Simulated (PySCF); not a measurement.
N-methyl-N-silylethenamine (C₃H₉NSi), SMILES C(=C)N(C)[SiH3].

Geometry optimised at PBE-D3(BJ)/def2-SVP. One conformer was computed; it need not be the lowest.

Level of theory: PBE-D3(BJ)/def2-SVP run with PySCF 2.14.0.

Frequencies are harmonic and unscaled.

| mode | ν (cm⁻¹) | IR (km/mol) | moving atoms (share of kinetic energy) |
|---|---|---|---|
| 1 | 81 | 0.6 | H 64 %, C 29 % |
| 2 | 135 | 0.8 | H 82 %, C 13 % |
| 3 | 167 | 0.5 | H 73 %, C 18 % |
| 4 | 205 | 4.6 | N 48 %, H 43 % |
| 5 | 219 | 1.1 | H 42 %, C 31 %, Si 20 % |
| 6 | 333 | 0.7 | C 42 %, H 36 %, Si 15 % |
| 7 | 501 | 6.6 | C 48 %, H 39 % |
| 8 | 635 | 13.1 | C 40 %, Si 25 %, H 23 %, N 12 % |
| 9 | 652 | 32.5 | H 76 %, C 18 % |
| 10 | 677 | 12.7 | H 68 %, N 14 %, C 12 % |
| 11 | 689 | 25.1 | H 78 %, Si 11 %, C 9 % |
| 12 | 761 | 44.7 | H 68 %, C 32 % |
| 13 | 881 | 71.8 | H 94 % |
| 14 | 910 | 209.4 | H 83 %, Si 9 % |
| 15 | 928 | 22.5 | H 74 %, C 13 %, N 11 % |
| 16 | 938 | 42.5 | H 89 % |
| 17 | 953 | 26.1 | H 86 %, C 12 % |
| 18 | 1071 | 7.9 | H 66 %, C 33 % |
| 19 | 1096 | 5.5 | H 76 %, C 19 % |
| 20 | 1189 | 84.6 | N 57 %, C 28 %, H 15 % |
| 21 | 1265 | 55.9 | H 43 %, C 36 %, N 21 % |
| 22 | 1297 | 70.1 | H 70 %, N 22 % |
| 23 | 1377 | 13.2 | H 80 %, C 18 % |
| 24 | 1399 | 8.0 | H 84 %, C 12 % |
| 25 | 1412 | 11.7 | H 93 % |
| 26 | 1441 | 30.8 | H 95 % |
| 27 | 1654 | 163.6 | C 85 %, H 12 % |
| 28 | 2140 | 117.7 | H 97 % |
| 29 | 2170 | 82.7 | H 98 % |
| 30 | 2186 | 94.8 | H 96 % |
| 31 | 2927 | 93.4 | H 97 % |
| 32 | 2996 | 31.7 | H 91 %, C 9 % |
| 33 | 3063 | 10.4 | H 92 %, C 8 % |
| 34 | 3066 | 18.1 | H 91 %, C 9 % |
| 35 | 3088 | 3.7 | H 94 % |
| 36 | 3192 | 6.3 | H 90 %, C 10 % |
